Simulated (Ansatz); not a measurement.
Cd₅O₅. Total charge 0; singlet. Geometry PBE0-D4/def2-SVP.

| atom | x (Å) | y (Å) | z (Å) |
| --- | --- | --- | --- |
| Cd1 | 1.5775 | -0.1954 | 1.1942 |
| Cd2 | 0.2395 | 1.0702 | 3.4272 |
| Cd3 | -1.5790 | 2.1436 | 1.6047 |
| Cd4 | -1.8672 | -1.2487 | 1.9407 |
| Cd5 | -0.8030 | 1.0567 | -0.8047 |
| O6 | 1.7321 | -0.2474 | -1.9549 |
| O7 | 0.0657 | -1.3542 | -1.7084 |
| O8 | -0.8465 | -0.5642 | -2.3007 |
| O9 | -0.0499 | -1.2367 | -0.3840 |
| O10 | 1.5308 | 0.5761 | -1.0139 |

In the def2 sets Cd takes a core potential; there is no spin–orbit coupling. HSE06 is defined as in plane-wave codes, on full-range PBE exchange. The structure holds 3 bonds between oxygen atoms, so isomers without such links may lie far lower. The restricted singlet is unstable towards broken spin symmetry in Hartree–Fock (as tested in another run); at PBE-D4/def2-TZVP, r2SCAN-D4/def2-TZVP, PBE0-D4/def2-TZVP, HSE06-D4/def2-TZVP this wasn't settled. Another isomer (singlet) lies 3.16 eV lower at PBE0-D4/def2-TZVP; other spin states weren't run for this one.

(1) Estimate the orbital energies around the gap (eV) in Ansatz with PBE-D4/def2-TZVP, r2SCAN-D4/def2-TZVP, PBE0-D4/def2-TZVP, HSE06-D4/def2-TZVP.

Answers

(1) 
| orbital | PBE-D4/def2-TZVP | r2SCAN-D4/def2-TZVP | PBE0-D4/def2-TZVP | HSE06-D4/def2-TZVP |
| --- | --- | --- | --- | --- |
| HOMO−9 | -9.88 | -10.18 | -11.24 | -10.83 |
| HOMO−8 | -8.76 | -9.00 | -9.90 | -9.47 |
| HOMO−7 | -7.69 | -7.92 | -8.90 | -8.50 |
| HOMO−6 | -7.28 | -7.53 | -8.48 | -8.08 |
| HOMO−5 | -6.67 | -6.92 | -7.95 | -7.55 |
| HOMO−4 | -6.44 | -6.65 | -7.27 | -6.89 |
| HOMO−3 | -6.01 | -6.16 | -6.83 | -6.44 |
| HOMO−2 | -5.71 | -5.84 | -6.36 | -5.99 |
| HOMO−1 | -5.05 | -5.19 | -6.15 | -5.76 |
| HOMO | -4.65 | -4.81 | -5.39 | -5.04 |
| LUMO | -3.79 | -3.80 | -3.04 | -3.36 |
| LUMO+1 | -3.56 | -3.54 | -2.83 | -3.21 |
| LUMO+2 | -2.85 | -2.76 | -2.32 | -2.66 |
| LUMO+3 | -2.59 | -2.51 | -2.04 | -2.38 |
| LUMO+4 | -2.09 | -1.98 | -1.53 | -1.88 |
| LUMO+5 | -1.63 | -1.47 | -1.00 | -1.34 |
